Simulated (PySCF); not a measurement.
Cartesian coordinates in Å; atom numbers follow the order of the lines, from 1:
```xyz
31

C    -3.646   -0.307    1.398
C    -2.693   -0.043    0.239
C    -2.212    1.408    0.265
O    -3.427   -0.302   -0.930
C    -1.517   -1.042    0.347
P    -0.142   -0.832   -0.845
C     0.789   -2.389   -0.715
S    -0.705   -0.427   -2.689
C     0.985    0.420   -0.136
C     1.413    1.482   -0.936
C     2.284    2.439   -0.418
C     2.730    2.339    0.899
C     2.308    1.277    1.700
C     1.440    0.319    1.185
H    -3.966   -1.359    1.400
H    -4.543    0.318    1.274
H    -3.180   -0.071    2.366
H    -1.603    1.628    1.155
H    -1.612    1.632   -0.629
H    -3.085    2.077    0.259
H    -2.814   -0.228   -1.684
H    -1.078   -1.030    1.358
H    -1.920   -2.051    0.165
H     1.693   -2.297   -1.334
H     1.071   -2.606    0.326
H     0.164   -3.200   -1.114
H     1.044    1.543   -1.964
H     2.613    3.269   -1.047
H     3.410    3.092    1.305
H     2.657    1.196    2.732
H     1.118   -0.509    1.824
```

Geometry: PBE0-D3(BJ)/def2-SVP; GIAO shifts from PySCF, gas phase, non-relativistic, averaged over equivalent atoms.

At PBE0/pcSseg-1 (337 basis functions, 2.8 min wall time on 1 thread of an Arm Neoverse V1, shared host):
| atoms | δ (ppm) |
| --- | --- |
| C9 | 139.6 |
| C10/C14 | 137.1 |
| C12 | 136.9 |
| C11/C13 | 133.9 |
| C2 | 68.9 |
| C5 | 46.3 |
| C1 | 35.0 |
| C3 | 29.8 |
| C7 | 26.8 |
| O4 | 88.4 |
| P6 | 12.2 |
| S8 | -262.7 |
| H27/H31 | 8.13 |
| H28/H30 | 7.62 |
| H29 | 7.62 |
| H21 | 4.49 |
| H22 | 2.08 |
| H23 | 1.85 |
| H24/H25/H26 | 1.63 |
| H15/H16/H17 | 1.05 |
| H18/H19/H20 | 0.79 |

Chemical shifts δ = σref − σ; TMS for 13C (σref 184.41), 1H (σref 31.27); H2O for 17O (σref 334.56); 31P (σref 310.13) vs H3PO4; CS2 for 33S (σref 495.66), all at this level.

Question: What do these become at HF/pcSseg-1?

Answer: 
| atoms | δ at HF/pcSseg-1 | change |
| --- | --- | --- |
| C9 | 138.5 | -1.1 |
| C10/C14 | 141.5 | +4.4 |
| C12 | 140.8 | +3.9 |
| C11/C13 | 134.7 | +0.8 |
| C2 | 58.1 | -10.8 |
| C5 | 39.6 | -6.7 |
| C1 | 33.1 | -1.9 |
| C3 | 27.8 | -2.0 |
| C7 | 23.8 | -3.0 |
| O4 | 63.8 | -24.6 |
| P6 | 17.9 | +5.7 |
| S8 | -305.5 | -42.8 |
| H27/H31 | 8.26 | +0.13 |
| H28/H30 | 7.65 | +0.03 |
| H29 | 7.76 | +0.14 |
| H21 | 4.66 | +0.17 |
| H22 | 1.44 | -0.64 |
| H23 | 1.61 | -0.24 |
| H24/H25/H26 | 1.55 | -0.08 |
| H15/H16/H17 | 1.05 | +0.00 |
| H18/H19/H20 | 0.63 | -0.16 |

Shifts are taken against calculated references (same method and geometry level): TMS for 13C (σref 190.85), 1H (σref 31.69); 17O (σref 333.31) vs H2O; H3PO4 for 31P (σref 356.22); 33S (σref 513.52) vs CS2.

The largest change is at S8 (sulfur bonded to P). Cost: 337 basis functions, 98 s wall time on 1 thread of an Arm Neoverse V1, shared host. The order of the carbon signals changes between the two levels.

Experimental scales use liquid or dissolved standards, which lie at an offset from isolated H2O (liquid H2O: subtract about 36 ppm) and H3PO4.
